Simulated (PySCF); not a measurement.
HgBr, SMILES [Hg+][Br], charge +1.

Geometry: r2SCAN-D4/def2-TZVP. The spin state was assumed, not searched. The def2 effective core potentials stand for the cores of Hg; spin–orbit coupling is left out.

Two levels are set side by side: TDA-PBE/def2-TZVPD (PySCF) and TDA-PBE0/def2-TZVPD (PySCF). Vertical, same geometry. The lowest singlet is HOMO→LUMO 100 % with PBE and HOMO→LUMO 100 % with the other functional; states are paired by order. Differences are taken from unrounded values.

```json
[
 {"quantity": "lowest singlet excitation (eV)", "TDA-PBE0": "1.77", "TDA-PBE": "1.44", "TDA-PBE minus TDA-PBE0": "-0.33"},
 {"quantity": "lowest triplet excitation (TDA) (eV)", "TDA-PBE0": "1.18", "TDA-PBE": "0.86", "TDA-PBE minus TDA-PBE0": "-0.32"},
 {"quantity": "first bright state (f over 0.05) (eV)", "TDA-PBE0": "5.09", "TDA-PBE": "4.94", "TDA-PBE minus TDA-PBE0": "-0.15"},
 {"quantity": "its oscillator strength", "TDA-PBE0": "0.23", "TDA-PBE": "0.16", "TDA-PBE minus TDA-PBE0": "-0.07"}
]
```

Functionals without exact exchange tend to place singlet excitations lower, as here. Differences between two approximate levels are no errors against the true value.

Rough cost on one machine, each run with all the roots and properties that it gave: TDA-PBE0 against TDA-PBE about 3 times.
